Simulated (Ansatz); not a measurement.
`C[SiH2][SiH2][AlH2]` + `CO[Si](N)(F)Cl` → `CN[Si](F)(Cl)OC` + `[AlH2][SiH2][SiH3]`  (substitution at a C–Si bond)

Isolated molecules relaxed with PBE0-D4/def2-TZVP in Ansatz; ΔE leaves out vibrations. CCSD(T)/CBS is the MP2 limit (def2-TZVPP, def2-QZVPP) plus CCSD(T) − MP2 in def2-TZVPP, frozen cores. Functionals use def2-TZVPP. B3LYP here is the variant with VWN-RPA as its local correlation; programs differ in this. Each species was taken in one conformer, which may not be the lowest.

(1) Is it downhill or uphill in electronic energy at CCSD(T)/CBS, and by how much? (Estimate.)

(2) What do these levels give: PBE0-D4, B3LYP-D4, ωB97M-V, B2PLYP, PBE, r2SCAN, PBE0, B3LYP, SCS-MP2/def2-TZVPP, CCSD/def2-TZVPP, SCS-MP2/def2-QZVPP, MP2/CBS(def2)? (Best estimate.)

Largest T1 diagnostic among the species: 0.013.

Answers

(1) The calculation gave: Uphill: ΔE = +0.83 eV.

(2) Computed: PBE0-D4 0.81, B3LYP-D4 0.78, ωB97M-V 0.83, B2PLYP 0.81, PBE 0.81, r2SCAN 0.85, PBE0 0.82, B3LYP 0.79, SCS-MP2/def2-TZVPP 0.79, CCSD/def2-TZVPP 0.79, SCS-MP2/def2-QZVPP 0.82, MP2/CBS(def2) 0.89 eV.

In def2-TZVPP, CCSD(T) changes the Hartree–Fock value by +0.04 eV (the triples alone add +0.00 eV) and MP2 by +0.10 eV.
